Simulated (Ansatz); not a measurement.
A single point on `[CH3][GaH][CH2]Br`.

```yaml
crystal:
  periodic: [false, false, false]
  atoms:
    - {symbol: C, position_ang: [0.032074, 1.626171, 0.539155]}
    - {symbol: Ga, position_ang: [-0.768092, -0.039404, -0.121285]}
    - {symbol: C, position_ang: [0.445691, -1.457509, -0.793548]}
    - {symbol: Br, position_ang: [0.607048, -2.234941, 1.024165]}
    - {symbol: H, position_ang: [-0.498513, 2.004975, 1.413954]}
    - {symbol: H, position_ang: [1.082789, 1.483110, 0.795911]}
    - {symbol: H, position_ang: [-0.024756, 2.393442, -0.238846]}
    - {symbol: H, position_ang: [-2.297338, -0.381838, -0.107201]}
    - {symbol: H, position_ang: [0.046874, -2.251406, -1.418523]}
    - {symbol: H, position_ang: [1.457125, -1.193800, -1.090880]}
basis:
  gaussian: {orbitals: def2-QZVPP}
correlation: {method: mp2}
```

```sh
$ ansatz run in.yaml --threads 4 --pin off --events-out ev --progress --plain --max-ram 10444MiB
```

Shortened log:

```
Functional definition: HF
2913 factors; integrals over basis functions are off by at most 8.2e-4 eV
mean field evaluation 1: about -124489.2446 eV, gradient 3.4e1 eV
mean field evaluation 2: about -124489.3511 eV, gradient 3.4e1 eV
mean field evaluation 4: about -124492.2929 eV, gradient 4.2e0 eV
mean field evaluation 8: about -124492.3383 eV, gradient 3.3e-1 eV
mean field -124492.33861191 eV, -4575.0090600498 hartree, gradient 1.5e-6 eV, S^2 0.000000; 0 other end points of the search recorded, 0 dependent functions left out
20 core orbitals not correlated: weight in the atoms' cores, before any rotation towards them, 1.000 or more for the frozen orbitals, at most 0.000 for the correlated occupied ones
reference -124492.33861191 eV, -4575.0090600498 hartree; 22, 22 occupied and 430, 430 virtual orbitals, 2913 factors
second order -39.57147977 eV of doubles, -0.00000000 eV of singles
Total energy: -124531.91009167 eV, -4576.4632851086 hartree
```

Hardware: 4 threads of an Arm Neoverse V1 on a shared host. Wall time 45 s, peak host memory 3 GiB.
